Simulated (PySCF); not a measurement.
iodine cation (I2), SMILES II (connectivity only; charge and spin as stated), charge +1, multiplicity 2. Geometry: PBE0-D3(BJ)/def2-TZVP. The spin state was assumed, not searched. The def2 effective core potentials stand for the cores of I; spin–orbit coupling is left out.

Computed with PBE0-D3(BJ)/def2-TZVP in PySCF 2.14.0.

Harmonic wavenumbers (cm⁻¹): 255. Rotational constants (GHz): 1.205 (linear); symmetry number 2.

**Question.** Work out the zero-point energy and the ideal-gas rigid-rotor harmonic-oscillator thermochemistry at 298.15 K and 1 atm.

**Answer.** ZPE = ½ Σ hcν = ½ × 255 cm⁻¹ = 1.53 kJ/mol. H − E(el) = 11.46 kJ/mol. Entropy in J/(mol K): translation 177.80, rotation 73.62, vibration 7.08, spin 5.76, total 264.26. G − E(el) = -67.33 kJ/mol. Cp = 36.44 J/(mol K).
